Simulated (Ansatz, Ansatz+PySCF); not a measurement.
```xyz
2

Ru    0.0000    0.0000    0.0000
O     0.0000    0.0000    1.7140
```

Basis set: def2-SVP (spherical functions, with the set's core potentials past Kr). Charge 0, multiplicity 5.

Computed with Ansatz (development build ahead of 0.2.0); each method stands on the lowest determinant of its kind that the runs found. Restricted functionals stand beside restricted open-shell atoms, which can lie above the unrestricted atoms usual in DFT and then raise those values.

**Question.** Give the atomization energy at this shape (free ground-state atoms in the same class of orbitals less the molecule, no zero-point energy) of quintet RuO by r²SCAN (unrestricted), r²SCAN (restricted open-shell), PBE (unrestricted), PBE (restricted open-shell), ωB97X (unrestricted), PBE0 (unrestricted), UHF, ROHF.

**Answer.**

| method | atomization energy |
| --- | --- |
| r²SCAN (unrestricted) | 123.49 kcal/mol |
| r²SCAN (restricted open-shell) | 124.69 kcal/mol |
| PBE (unrestricted) | 134.96 kcal/mol |
| PBE (restricted open-shell) | 135.72 kcal/mol |
| ωB97X (unrestricted) | 111.38 kcal/mol |
| PBE0 (unrestricted) | 108.05 kcal/mol |
| UHF | 12.02 kcal/mol |
| ROHF | 6.42 kcal/mol |

Caution: other spin multiplicities were not run. Caution for UHF: the unrestricted determinant is spin contaminated.
